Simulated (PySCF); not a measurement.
**Radial density of Cr⁺ (chromium, charge +1)**

UHF, [Ar] 3d5, high-spin 6S determinant. All numbers are calculated (PySCF 2.14, the spin-free X2C one-electron Hamiltonian (Gaussian nucleus), in cc-pVTZ-DK).

| r (bohr) | 4πr²ρ (e/bohr) | 4πr²(ρα − ρβ) |
| --- | --- | --- |
| 0.000867 | 0.1251 | 0.0000 |
| 0.00146 | 0.3201 | 0.0000 |
| 0.00245 | 0.8053 | -0.0001 |
| 0.00413 | 1.971 | -0.0002 |
| 0.00694 | 4.608 | -0.0004 |
| 0.0117 | 9.926 | -0.0010 |
| 0.0196 | 18.52 | -0.0019 |
| 0.0330 | 27.13 | -0.0027 |
| 0.0556 | 27.51 | -0.0021 |
| 0.0935 | 21.86 | 0.0031 |
| 0.157 | 28.26 | 0.0592 |
| 0.264 | 27.52 | 0.4725 |
| 0.445 | 10.92 | 1.8407 |
| 0.748 | 13.44 | 3.4539 |
| 1.26 | 7.482 | 2.8406 |
| 2.12 | 1.312 | 0.9914 |
| 3.56 | 0.1182 | 0.1162 |
| 5.99 | 0.001973 | 0.0020 |

Densities and radii are taken from the X2C orbitals without a picture-change correction, which distorts them close to the nucleus.

(1) Where is the radial spin density 4πr²(ρα − ρβ) most negative, and why is it negative at all?

## Answers

(1) Around r = 0.0330 bohr, down to -0.0027 e/bohr: exchange with the open shell polarises the paired shells in an unrestricted calculation.
